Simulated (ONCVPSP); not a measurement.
tellurium (Te): one change to an ONCV potential, before and after

Te (Z = 52), optimised norm-conserving Vanderbilt (ONCV), made with ONCVPSP 4.0.1 (PBEsol, non-relativistic). Core [Kr] 4d10, reference 5s2 5p4. Waves: 5s: rc 1.60 bohr, ncon 3, nbas 6, qcut 3.6 1/bohr, 2 projectors, debl 1.4 Ha; 5p: rc 2.25 bohr, ncon 4, nbas 8, qcut 3.3 1/bohr, 1 projector. Local part: polynomial inside 1.30 bohr (lpopt 4, dvloc0 2 Ha). Core correction: none.

All-electron outer shells of the reference configuration (PBEsol, non-relativistic, ld1.x):

| shell | level (eV) | outermost node (bohr) | outermost maximum (bohr) |
| --- | --- | --- | --- |
| 4p | -111.61 | 0.39 | 0.75 |
| 4d | -43.65 | 0.36 | 0.81 |
| 5s | -13.99 | 0.95 | 1.87 |
| 5p | -6.03 | 1.01 | 2.20 |

Change: all radii scaled by about 1.30 (s 2.08, p 2.92 bohr); local potential polynomial inside 1.68 bohr (lpopt 4, dvloc0 2 Ha).

Cutoffs: the cutoffs (Ha) at which the residual kinetic energy of the hardest occupied pseudo-wave falls to 1 and 0.1 mHa per electron; they do not see the model core or the augmentation charge, which bear on the density cutoff. Errors are all-electron minus pseudo energies relative to the spin-unpolarised reference configuration.

**Question.** What does the change do?

**Answer.** The potential gets softer (7.7 Ha and 37 Ha → 6.5 Ha and 19 Ha); the lowest positive-energy flag moves from s at 29.2 eV to s at 109.7 eV; of the 4 tests that both files solve, the error grows in 4 and shrinks in 0 by more than 15 % and 0.3 meV (median size 14.2 → 70.5 meV); neither file shows a bound ghost. A larger radius leaves more room for a smooth pseudo-wave, so fewer plane waves are needed. More of the atom is replaced by a form fitted at one configuration, so other configurations suffer.

```tsv
quantity	base	changed
cutoff, loose	7.7 Ha	6.5 Ha
cutoff, tight	37 Ha	19 Ha
loose cutoff by channel	s 7.7 Ha, p 6.9 Ha	s 6.5 Ha, p 2.6 Ha
bound ghosts	none	none
GHOST(+) flags under 300 eV	s at 29.2 eV	s at 109.7 eV
error for 5s2 5p3, meV [ΔE 9.80 eV]	+1.1	-2.1
error for 5s2 5p2, meV [ΔE 27.75 eV]	-1.3	-25
error for 5s2 5p1, meV [ΔE 54.60 eV]	-27	-116
error for 5s2 5p0, meV [ΔE 90.93 eV]	-113	-346
```

Base: The cutoffs count occupied waves only; projector 2 of the s channel, the hardest unoccupied one, needs 44 Ha at the loose tolerance.
